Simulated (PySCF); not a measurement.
## Electronic absorption of Zr2(F)8

Compound: Zr2(F)8 (singlet state).
Geometry (PBE0-D3(BJ)/def2-SVP, Å), atoms numbered from 1 in this order:
```xyz
10
Zr2F8 angstrom
Zr     1.2164   -0.7660    1.0544
F      2.3774   -1.8011   -0.0110
F      0.6304   -2.0043    2.3569
F      2.1130    0.4913    2.1390
F     -0.8215   -0.6719    0.4598
Zr    -1.1847    0.7640   -1.0544
F     -0.7296    0.4147   -2.8514
F     -1.3494    2.5981   -0.6421
F     -2.9853    0.1873   -1.0088
F      0.8581    0.7111   -0.4379
```

Method: TDDFT CAM-B3LYP/def2-SVPD, vertical, gas phase, core orbitals frozen in the response, def2 core potentials past Kr (PySCF). Spin–orbit coupling is left out.

```json
{"state": "S1", "λ (nm)": "140.9", "E (eV)": "8.80", "f": "0.0009", "|μ| (D)": "0.16", "main configurations (H = HOMO, L = LUMO)": "H-1→L (43%), H-1→L+3 (14%), H→L (8%)"}
{"state": "S2", "λ (nm)": "140.4", "E (eV)": "8.83", "f": "0.0008", "|μ| (D)": "0.15", "main configurations (H = HOMO, L = LUMO)": "H→L (25%), H→L+3 (15%), H-3→L (12%)"}
{"state": "S3", "λ (nm)": "139.0", "E (eV)": "8.92", "f": "0.0022", "|μ| (D)": "0.26", "main configurations (H = HOMO, L = LUMO)": "H-1→L+2 (46%), H-2→L (23%), H-2→L+3 (8%)"}
{"state": "S4", "λ (nm)": "138.8", "E (eV)": "8.93", "f": "0.0024", "|μ| (D)": "0.26", "main configurations (H = HOMO, L = LUMO)": "H→L+1 (37%), H-3→L (13%), H-3→L+1 (10%)"}
{"state": "S5", "λ (nm)": "138.5", "E (eV)": "8.95", "f": "0.0058", "|μ| (D)": "0.41", "main configurations (H = HOMO, L = LUMO)": "H-2→L+2 (36%), H-3→L+1 (24%)"}
{"state": "S6", "λ (nm)": "138.5", "E (eV)": "8.95", "f": "0.0002", "|μ| (D)": "0.07", "main configurations (H = HOMO, L = LUMO)": "H-2→L+2 (36%), H-3→L+1 (27%)"}
{"state": "S7", "λ (nm)": "136.8", "E (eV)": "9.06", "f": "0.0025", "|μ| (D)": "0.27", "main configurations (H = HOMO, L = LUMO)": "H-5→L+1 (29%), H-4→L+1 (25%), H-4→L+2 (20%)"}
{"state": "S8", "λ (nm)": "136.7", "E (eV)": "9.07", "f": "0.0007", "|μ| (D)": "0.14", "main configurations (H = HOMO, L = LUMO)": "H-5→L+2 (38%), H-4→L+2 (19%), H-4→L+1 (18%)"}
{"state": "S9", "λ (nm)": "135.0", "E (eV)": "9.18", "f": "0.0001", "|μ| (D)": "0.05", "main configurations (H = HOMO, L = LUMO)": "H-5→L (25%), H-4→L (22%)"}
```

Triplets (Tamm–Dancoff): T1 8.38 eV, H-1→L+2 (17%), H-2→L (16%), H→L+1 (14%); T2 8.38 eV, H→L+1 (16%), H-2→L (12%), H-1→L+2 (9%); T3 8.48 eV, H-1→L (30%), H-2→L+2 (29%), H-1→L+3 (8%).

The lowest singlet lies at 8.80 eV (141 nm, vacuum ultraviolet) and is very weak; its leading configuration is HOMO-1→LUMO (43%). The most intense listed level is S5 at 8.95 eV (139 nm, f = 0.0058), 0.15 eV above S1. S5/S6 and S7/S8 lie within about 0.01 eV of each other in each set. Löwdin shares by element: HOMO (one of a set within 0.03 eV) fluorine 89% or more; LUMO zirconium 75%, fluorine 10% or more. Weighted by f, the mean energy of these states is 8.95 eV. Orbital energies (eV): HOMO-3 -13.94, HOMO-2 -13.92, HOMO-1 -13.88, HOMO -13.85, LUMO -0.88, LUMO+1 -0.77, LUMO+2 -0.76. No computed singlet lies in the visible range (380 to 750 nm); the lowest, at 141 nm, stands 5.54 eV above its violet end (3.26 eV). Orbitals of the list HOMO-3 to LUMO+2 that lie within 0.01 eV of each other are written together with a slash and their weights summed (≥ marks a lower bound); for degenerate orbitals outside that list single weights are arbitrary. The window holds the lowest 10 singlets. The highest level found (9.19 eV, f 0.0006 so far) is left out, since the window may have cut off a degenerate partner.
